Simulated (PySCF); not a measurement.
C6H18NSi, charge +2, doublet, geometry from GFN2-xTB of the parent state (a state made from the parent by changing its charge; the spin is typed, not shown lowest); SVWN5/STO-3G (PySCF).

Input for PySCF:
```python
from pyscf import gto, scf, dft

mol = gto.Mole()
mol.atom = '''
    C    -2.44158447   -0.47259998   -0.84144908
    C    -1.38377505    0.42128854   -0.20783463
    C    -1.73863077    0.73716648    1.23735969
    N    -0.03310401   -0.22980527   -0.36168150
    Si    0.45371572   -1.41503465    1.02917220
    C     1.01927492    0.72867460   -0.84438929
    C     2.24028155   -0.02599562   -1.35083361
    C     1.41401906    1.74508257    0.21320984
    H    -2.51594642   -1.42669558   -0.32556153
    H    -2.22926365   -0.65454190   -1.89371515
    H    -3.41231782    0.01209833   -0.78351925
    H    -1.34826911    1.36166465   -0.76867485
    H    -0.96095528    1.30642068    1.73599187
    H    -1.94130553   -0.16588165    1.80803622
    H    -2.64395264    1.33976029    1.24706630
    H    -0.15384152   -0.86414291   -1.15599135
    H     0.78441183   -0.58117691    2.16992428
    H     1.55508762   -2.16694785    0.44665064
    H    -0.74176644   -2.23455858    1.16638405
    H     0.57543820    1.26319539   -1.69410042
    H     2.83759342   -0.41669568   -0.53146549
    H     2.86826675    0.65667093   -1.91753761
    H     1.96260827   -0.84267222   -2.01428777
    H     2.15213112    2.41998132   -0.21254861
    H     0.56953383    2.34730385    0.53387949
    H     1.86474402    1.26364066    1.07645148
'''
mol.basis = 'sto-3g'
mol.charge = 2
mol.spin = 1
mol.verbose = 4
mol.build()

mf = dft.UKS(mol)
mf.xc = 'lda,vwn'
mf.kernel()
mf.analyze()
```

Task: Write the output that PySCF gives for this input, abridged.

Result: 
```
PySCF version 2.14.0

[INPUT] verbose = 4
[INPUT] num. atoms = 26
[INPUT] num. electrons = 73
[INPUT] charge = 2
[INPUT] spin (= nelec alpha-beta = 2S) = 1
[INPUT] symmetry False subgroup None
[INPUT] Mole.unit = angstrom
[INPUT] Symbol           X                Y                Z      unit          X                Y                Z       unit  Magmom
[...]
nuclear repulsion = 520.219536198675
number of shells = 44
number of NR pGTOs = 186
number of NR cGTOs = 62
basis = sto-3g
ecp = {}

******** <class 'pyscf.dft.uks.UKS'> ********
method = UKS
initial guess = minao
damping factor = 0
level_shift factor = 0
DIIS = <class 'pyscf.scf.diis.CDIIS'>
diis_start_cycle = 1
diis_space = 8
diis_damp = 0
SCF conv_tol = 1e-09
SCF conv_tol_grad = None
SCF max_cycles = 50
direct_scf = True
direct_scf_tol = 1e-13
number electrons alpha = 37  beta = 36
XC library pyscf.dft.libxc version 7.1.2
    S. Lehtola, C. Steigemann, M. J. T. Oliveira, and M. A. L. Marques,  SoftwareX 7, 1–5 (2018)
XC functionals = lda,vwn
    P. A. M. Dirac,  Math. Proc. Cambridge Philos. Soc. 26, 376 (1930)
    F. Bloch,  Z. Phys. 57, 545 (1929)
    S. H. Vosko, L. Wilk, and M. Nusair,  Can. J. Phys. 58, 1200 (1980)
radial grids:
    Treutler-Ahlrichs [JCP 102, 346 (1995); DOI:10.1063/1.469408] (M4) radial grids

becke partition: Becke, JCP 88, 2547 (1988); DOI:10.1063/1.454033
pruning grids: <function nwchem_prune>
grids dens level: 3
symmetrized grids: False
atomic radii adjust function: <function treutler_atomic_radii_adjust>
small_rho_cutoff = 0
Set gradient conv threshold to 3.16228e-05
tot grids = 294336
init E= -573.02597318731

cycle= 1 E= -572.154163588887  delta_E= 0.872  |g|= 0.326  |ddm|= 4.16
cycle= 2 E= -571.975386315037  delta_E= 0.179  |g|= 0.583  |ddm|= 1.56
cycle= 3 E= -572.166962779898  delta_E= -0.192  |g|= 0.214  |ddm|= 1.26
cycle= 4 E= -572.209356761926  delta_E= -0.0424  |g|= 0.157  |ddm|= 1.14
cycle= 5 E= -572.246472484352  delta_E= -0.0371  |g|= 0.0449  |ddm|= 0.943
cycle= 6 E= -572.233998836141  delta_E= 0.0125  |g|= 0.0854  |ddm|= 0.79
cycle= 7 E= -572.24774837475  delta_E= -0.0137  |g|= 0.0268  |ddm|= 0.562
cycle= 8 E= -572.248008643696  delta_E= -0.00026  |g|= 0.025  |ddm|= 0.244
cycle= 9 E= -572.248675793349  delta_E= -0.000667  |g|= 0.0176  |ddm|= 0.226
cycle= 10 E= -572.249120639242  delta_E= -0.000445  |g|= 0.00584  |ddm|= 0.113
cycle= 11 E= -572.24917441454  delta_E= -5.38e-05  |g|= 0.00213  |ddm|= 0.0399
[...]
SCF not converged.
Total Energy =                        -572.249181979577315
[...]
spin density of  11 H =      0.02647
spin density of  12 H =      0.03569
spin density of  13 H =      0.04402
spin density of  14 H =     -0.00200
spin density of  15 H =      0.00273
spin density of  16 H =      0.01454
spin density of  17 H =      0.03865
spin density of  18 H =      0.06977
spin density of  19 H =      0.04305
spin density of  20 H =      0.03940
spin density of  21 H =     -0.00218
spin density of  22 H =     -0.00292
spin density of  23 H =      0.00929
spin density of  24 H =      0.03579
spin density of  25 H =      0.02269
 ** Mulliken pop alpha/beta on meta-lowdin orthogonal AOs **
 ** Mulliken pop       alpha | beta **
In total            37.00000 | 36.00000
 ** Mulliken atomic charges   ( Nelec_alpha | Nelec_beta ) **
charge of  0C =     -0.16081  (     3.12611      3.03470 )
charge of  1C =      0.05878  (     3.01089      2.93033 )
charge of  2C =     -0.16388  (     3.12232      3.04156 )
charge of  3N =     -0.08357  (     3.55082      3.53275 )
charge of  4Si =      0.59634  (     6.73774      6.66592 )
charge of  5C =      0.06388  (     3.01226      2.92386 )
charge of  6C =     -0.15884  (     3.12859      3.03026 )
charge of  7C =     -0.16518  (     3.11855      3.04663 )
charge of  8H =      0.11351  (     0.45458      0.43191 )
charge of  9H =      0.10702  (     0.44594      0.44705 )
charge of  10H =      0.13454  (     0.43383      0.43164 )
charge of  11H =      0.12901  (     0.44873      0.42226 )
charge of  12H =      0.12377  (     0.45596      0.42027 )
charge of  13H =      0.12922  (     0.45740      0.41338 )
charge of  14H =      0.13338  (     0.43231      0.43431 )
charge of  15H =      0.22114  (     0.39079      0.38806 )
charge of  16H =      0.00239  (     0.50608      0.49154 )
charge of  17H =      0.01305  (     0.51280      0.47415 )
charge of  18H =      0.02258  (     0.52359      0.45382 )
charge of  19H =      0.14158  (     0.45074      0.40768 )
charge of  20H =      0.12762  (     0.45589      0.41649 )
charge of  21H =      0.13396  (     0.43193      0.43411 )
charge of  22H =      0.10446  (     0.44631      0.44923 )
charge of  23H =      0.13827  (     0.43551      0.42622 )
charge of  24H =      0.12400  (     0.45590      0.42011 )
charge of  25H =      0.11380  (     0.45444      0.43176 )

WARN: System has nonzero charge 2; the dipole moment is origin-dependent.
Location of origin: [0. 0. 0.]

Dipole moment(X, Y, Z, Debye):  0.10095, -0.83421, -0.36873
```

The run did not converge; its last values are not results.
